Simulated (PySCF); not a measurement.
C₆H₁₄Si₂.
SMILES: `C1C[SiH2][Si@@H](C2CC2)C1`

Theory: TDDFT PBE0/def2-SVPD, vertical, gas phase, core orbitals frozen in the response (PySCF 2.14.0, density-fitted response routines). Geometry: PBE0-D3(BJ)/def2-SVP, one conformer, isolated molecule.

Predict the UV-vis stick spectrum at this level.

```json
{"state": "S1", "E (eV)": "6.17", "E (kJ/mol)": "596", "λ (nm)": "200.9", "f": "0.025", "|μ| (D)": "1.03", "main configurations (H = HOMO, L = LUMO)": "H→L (82%), H→L+1 (14%)"}
{"state": "S2", "E (eV)": "6.38", "E (kJ/mol)": "616", "λ (nm)": "194.2", "f": "0.039", "|μ| (D)": "1.28", "main configurations (H = HOMO, L = LUMO)": "H→L+1 (81%), H→L (14%)"}
{"state": "S3", "E (eV)": "7.00", "E (kJ/mol)": "676", "λ (nm)": "177.0", "f": "0.098", "|μ| (D)": "1.92", "main configurations (H = HOMO, L = LUMO)": "H→L+2 (91%)"}
{"state": "S4", "E (eV)": "7.13", "E (kJ/mol)": "688", "λ (nm)": "173.9", "f": "0.019", "|μ| (D)": "0.84", "main configurations (H = HOMO, L = LUMO)": "H→L+3 (48%), H-1→L (40%)"}
{"state": "S5", "E (eV)": "7.14", "E (kJ/mol)": "688", "λ (nm)": "173.8", "f": "0.016", "|μ| (D)": "0.77", "main configurations (H = HOMO, L = LUMO)": "H-1→L (34%), H→L+3 (33%), H-1→L+1 (21%)"}
{"state": "S6", "E (eV)": "7.27", "E (kJ/mol)": "701", "λ (nm)": "170.6", "f": "0.026", "|μ| (D)": "0.97", "main configurations (H = HOMO, L = LUMO)": "H-1→L+1 (52%), H-1→L (18%), H-2→L (11%)"}
{"state": "S7", "E (eV)": "7.32", "E (kJ/mol)": "706", "λ (nm)": "169.4", "f": "0.037", "|μ| (D)": "1.15", "main configurations (H = HOMO, L = LUMO)": "H-2→L (61%), H-1→L+1 (18%), H-2→L+1 (13%)"}
{"state": "S8", "E (eV)": "7.45", "E (kJ/mol)": "719", "λ (nm)": "166.4", "f": "0.036", "|μ| (D)": "1.13", "main configurations (H = HOMO, L = LUMO)": "H-2→L+1 (50%), H→L+4 (30%)"}
{"state": "S9", "E (eV)": "7.47", "E (kJ/mol)": "720", "λ (nm)": "166.1", "f": "0.013", "|μ| (D)": "0.67", "main configurations (H = HOMO, L = LUMO)": "H→L+4 (43%), H-2→L+1 (31%)"}
{"state": "S10", "E (eV)": "7.54", "E (kJ/mol)": "727", "λ (nm)": "164.5", "f": "0.0099", "|μ| (D)": "0.59", "main configurations (H = HOMO, L = LUMO)": "H→L+5 (45%), H-3→L (37%)"}
```

Triplets (Tamm–Dancoff): T1 5.49 eV, H→L (54%), H→L+1 (36%); T2 5.74 eV, H→L+1 (50%), H→L (36%); T3 6.33 eV, H→L+2 (62%), H→L+3 (19%); T4 6.77 eV, H-1→L (63%), H-1→L+1 (20%).

The lowest singlet comes at 201 nm (596 kJ/mol) in the ultraviolet; it is weak; its leading configuration is HOMO→LUMO (82%). The strongest level in the table is S3 at 7.00 eV (177 nm, f = 0.098). S4/S5 lie within about 0.01 eV of each other. Löwdin shares by element: HOMO silicon 52%, carbon 22% or more (atoms not listed hold the other 26%); LUMO silicon 37%, carbon 8% or more, hydrogen 8% or more (atoms not listed hold the other 48%). Weighted by f, the mean energy of these states is 7.02 eV. The listed states span 1.37 eV, and the widest gap between neighbours is 0.62 eV (S2 to S3). Orbital energies (eV): HOMO-3 -8.57, HOMO-2 -8.19, HOMO-1 -8.06, HOMO -7.19, LUMO 0.18, LUMO+1 0.35, LUMO+2 0.79. No computed singlet lies in the visible range (380 to 750 nm); the lowest, at 201 nm, stands 2.91 eV above its violet end (3.26 eV). All these states lie below the vertical ionisation energy of 8.89 eV (ΔSCF). The window holds the lowest 10 singlets.

Hardware: one thread of an Arm Neoverse V2, shared host. Cost: 8.6 min of wall time.
